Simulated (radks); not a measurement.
Values are calculated unless marked as measured or tabulated.
Q: Ionisation ladder of tantalum, from Ta LII to Ta LXV (ions without a valid solution omitted). Each ion is in the ground configuration listed by NIST, and IE = E(next ion) - E(this ion). Code: a radial shooting solver on a logarithmic mesh with Libxc functionals. Model: scalar-relativistic Kohn-Sham, SCAN, spin-polarised, spherical densities, finite nucleus; open shells are filled with parallel spins first (spin-orbit coupling, left out, can overturn this in heavy ions); meta-GGA in the generalised Kohn-Sham scheme; Fermi nuclear charge, rms radius 5.3507 fm.

| species | configuration | IE, Delta-SCF (eV) | <r> HOMO (bohr) |
|---|---|---|---|
| Ta LII | [Ar] 3d4 | 4723.3 | 0.171 |
| Ta LIII | [Ar] 3d3 | 4854.5 | 0.170 |
| Ta LIV | [Ar] 3d2 | ? | 0.169 |
| Ta LV | [Ar] 3d1 | ? | 0.168 |
| Ta LVI | [Ar] | ? | 0.188 |
| Ta LVII | [Ne] 3s2 3p5 | ? | 0.187 |
| Ta LVIII | [Ne] 3s2 3p4 | 5870.4 | 0.187 |
| Ta LIX | [Ne] 3s2 3p3 | 6032.0 | 0.185 |
| Ta LXIV | [Ne] | 15553.0 | 0.0691 |
| Ta LXV | [He] 2s2 2p5 | 15867.9 | 0.0688 |

Estimate the withheld Delta-SCF values.

A: Ta LIV: 4986.0 eV (NIST 5024); Ta LV: 5117.5 eV (NIST 5159); Ta LVI: 5643.5 eV (NIST 5537); Ta LVII: 5758.5 eV (NIST 5655).
